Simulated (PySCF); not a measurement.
A GIAO shielding run with PySCF 2.14.0 with density-fitted response routines (density fitting, non-relativistic, gas phase) on SMILES C(#N)[C@H]1CC/C(=C\Cl)C1, C₇H₈ClN:

```
{"job": {"kind": "nmr", "xc": "PBE0", "basis": "pcSseg-1"}, "charge": 0, "multiplicity": 1}
N     -3.160163    -0.463364     1.923303
C     -2.090551    -0.493114     1.520867
C     -0.753394    -0.516929     0.989178
C     -0.672662    -1.228284    -0.372068
C      0.642382    -0.717801    -0.961836
C      0.813511     0.659153    -0.384103
C      1.734164     1.539516    -0.740176
Cl     2.890028     1.210392    -1.978602
C     -0.217870     0.893312     0.686798
H     -0.098335    -1.017888     1.710743
H     -1.513913    -0.917548    -0.994687
H     -0.700229    -2.312227    -0.273088
H      1.480298    -1.347450    -0.650845
H      0.634072    -0.698765    -2.051525
H      1.836297     2.516362    -0.296417
H     -1.024691     1.519981     0.296111
H      0.194058     1.386684     1.566438
```

Hardware: 1 thread of an x86-64 server CPU, shared host. The job also computes population analyses, field gradients, ring-centre shieldings.

(1) How large is the calculation?

(2) How long does it take?

Answers

(1) 74 electrons, 200 basis functions and 1050 auxiliary functions.

(2) 29 s of wall time, with 15 SCF cycles and 5 response iterations. Times on a shared host scatter by some tens of per cent.
